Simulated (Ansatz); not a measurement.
Consider the ligand exchange at the In–C bond: `F[CH2][InH2]` + `C[NH][GeH3]` → `C[N]([GeH3])[InH2]` + `CF`.

Gas-phase electronic energies from Ansatz, PBE0-D4/def2-TZVP geometries. CCSD(T)/CBS adds triple-zeta CCSD(T) − MP2 to the extrapolated MP2 energy (def2 sets, frozen cores). This one scheme is used for every species. Elements past krypton have def2 core potentials. For Ge, In outer-core shells are correlated without core-valence functions, which leaves a few kJ/mol of doubt a bond. Scalar relativity is left out up to krypton.

```json
{"species": "`F[CH2][InH2]`", "CCSD(T)/CBS(def2) energy (Eh)": "-330.00580"}
{"species": "`C[NH][GeH3]`", "CCSD(T)/CBS(def2) energy (Eh)": "-2173.06430"}
{"species": "`C[N]([GeH3])[InH2]`", "CCSD(T)/CBS(def2) energy (Eh)": "-2363.46641"}
{"species": "`CF`", "CCSD(T)/CBS(def2) energy (Eh)": "-139.63461"}
```

Task: Work out ΔE.

Result: ΔE = (-2363.46641) + (-139.63461) − (-330.00580) − (-2173.06430) = -0.03092 Eh = -19.4 kcal/mol.

Largest T1 diagnostic among the species: 0.015.

The D4 term adds −2.0 kcal/mol with B3LYP and −1.1 kcal/mol with PBE0; it sums over pairs of atoms, weighted by their polarisabilities, and B3LYP, whose exchange is more repulsive, gets the larger term. At CCSD(T), def2-SVP lies −0.9 kcal/mol from the extrapolated value and def2-TZVPP +0.7 kcal/mol. In def2-TZVPP, CCSD(T) changes the Hartree–Fock value by −3.8 kcal/mol (the triples alone add −1.0 kcal/mol) and MP2 by −5.5 kcal/mol.

B3LYP here is the variant with VWN-RPA as its local correlation; programs differ in this.
